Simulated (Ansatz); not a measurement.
CH₄AlClS, singlet, geometry from GFN2-xTB (such geometries of metal compounds can be far from the true shape); MP2/def2-SVPD run with Ansatz (a program for electronic structure).

Input for Ansatz:
Ansatz 0.2 input:
```yaml
crystal:
  periodic: [false, false, false]
  atoms:
    - {symbol: Al, position_ang: [-0.08080001, -0.14437179, 0.28093963]}
    - {symbol: Cl, position_ang: [1.92079730, -0.37417270, 0.07590403]}
    - {symbol: C, position_ang: [-1.18242916, -0.80814496, 1.79615557]}
    - {symbol: H, position_ang: [-1.95848089, -1.50673328, 1.47158817]}
    - {symbol: H, position_ang: [-1.69842819, 0.00053450, 2.32094931]}
    - {symbol: H, position_ang: [-0.56271187, -1.32836270, 2.52958715]}
    - {symbol: S, position_ang: [-1.12459391, 0.94485757, -1.33241284]}
    - {symbol: H, position_ang: [-2.29545569, 0.80347936, -0.72303649]}
basis:
  gaussian:
    orbitals: def2-SVPD
magnetization: {spin_polarized: false}
correlation: {method: mp2}
```

The log (banner, timings and long lists left out):

```
Functional definition: HF
1223 factors; integrals over basis functions are off by at most 1.2e-3 eV
mean field evaluation 1: about -30989.4559 eV, gradient 2.5e1 eV
mean field evaluation 2: about -30989.5473 eV, gradient 2.6e1 eV
mean field evaluation 4: about -30991.5471 eV, gradient 2.2e0 eV
mean field evaluation 8: about -30991.5760 eV, gradient 1.5e-1 eV
mean field -30991.57610317 eV, -1138.9194149467 hartree, gradient 1.8e-6 eV, S^2 0.000000; 0 other end points of the search recorded, 0 dependent functions left out
16 core orbitals not correlated
reference -30991.57610317 eV, -1138.9194149467 hartree; 12, 12 occupied and 102, 102 virtual orbitals, 1223 factors
second order -13.62673588 eV of doubles, -0.00000000 eV of singles
Total energy: -31005.20283905 eV, -1139.4201882536 hartree
```
